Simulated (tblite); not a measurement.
Species: C5H9N2S (charge +1).
Structure used (GFN2-xTB), in Å, numbered top down from 1:
```xyz
17
C5H9N2S angstrom
C     -1.3127   -1.4912   -0.1768
N     -0.1856   -0.6079   -0.1069
C      1.1087   -0.9018   -0.2914
C      1.8548    0.2639   -0.1272
S      3.5765    0.5071   -0.2437
C      0.9136    1.2527    0.1642
N     -0.3013    0.6958    0.1687
C     -1.5618    1.3306    0.4204
H     -0.9619   -2.4923   -0.4149
H     -2.0089   -1.1719   -0.9544
H     -1.8401   -1.5249    0.7782
H      1.4379   -1.8948   -0.5247
H      3.8660   -0.7632   -0.5247
H      1.0727    2.2942    0.3597
H     -2.0541    0.8873    1.2878
H     -1.3896    2.3856    0.6204
H     -2.2213    1.2427   -0.4447
```

Computed values, GFN2-xTB/tblite, gas phase, harmonic and unscaled. Errors from tens to a few hundred cm⁻¹ against measured bands are possible. Modes of hydrogen on sulfur can be 10 to 20 % off. One conformer, not necessarily the lowest.

Harmonic wavenumbers (cm⁻¹): 101.2, 133.7, 182.3, 184.6, 200.0, 242.9, 290.6, 306.2, 438.8, 445.8, 545.6, 585.6, 643.9, 759.3, 800.0, 807.3, 875.4, 933.3, 1033.9, 1051.7, 1084.8, 1086.9, 1098.2, 1127.2, 1178.2, 1369.1, 1383.7, 1392.6, 1399.4, 1411.3, 1422.5, 1426.3, 1441.4, 1448.9, 1481.4, 1539.0, 2427.5, 3001.3, 3002.6, 3010.8, 3015.5, 3065.6, 3067.6, 3178.2, 3184.7.

A = 4039, B = 1072, C = 856.1 MHz; mass 129.049 u (most abundant isotopes); point group Cs, symmetry number 1.

Task: What is the zero-point energy?

Result: Half the sum of the wavenumbers: 29403 cm⁻¹ = 351.74 kJ/mol.

Task: Give the ideal-gas entropy at 200 K and 1 bar in the rigid-rotor, harmonic-oscillator model (classical rotation).

Result: Translation 161.17, rotation 115.74, vibration 56.62: S = 333.5 J/(mol K).

Task: And Cp and H(200 K) − H(0)?

Result: Cp = 108.18 J/(mol K), of which vibrations give 74.92 (their classical limit is 45 R = 374.2); H(200 K) − H(0) = 13.62 kJ/mol without the zero-point energy, 6.97 from vibrations.

Task: What must be added to the electronic energy to get the Gibbs energy at 200 K and 1 bar?

Result: ZPE + [H(200 K) − H(0)] − T·S = 351.74 + 13.62 − 66.71 = 298.65 kJ/mol.

Task: How do the functions run with temperature in this model?

Result: 
| T (K) | S (J/(mol K)) | Cp (J/(mol K)) | H − H(0) (kJ/mol) | G − H(0) (kJ/mol) | ln q(vib) |
| --- | --- | --- | --- | --- | --- |
| 100 | 273.0 | 69.6 | 4.66 | -22.64 | 0.69 |
| 300 | 384.3 | 145.0 | 26.27 | -89.03 | 4.77 |
| 500 | 474.9 | 212.6 | 62.32 | -175.14 | 9.16 |
| 800 | 590.7 | 279.1 | 136.98 | -335.56 | 15.60 |
| 1000 | 656.2 | 307.7 | 195.81 | -460.39 | 19.63 |

q(vib) and H(0) count from the zero-point level.

Hindered rotation and anharmonicity are outside this model. Other conformers, if any are populated, would add a mixing term that is left out.
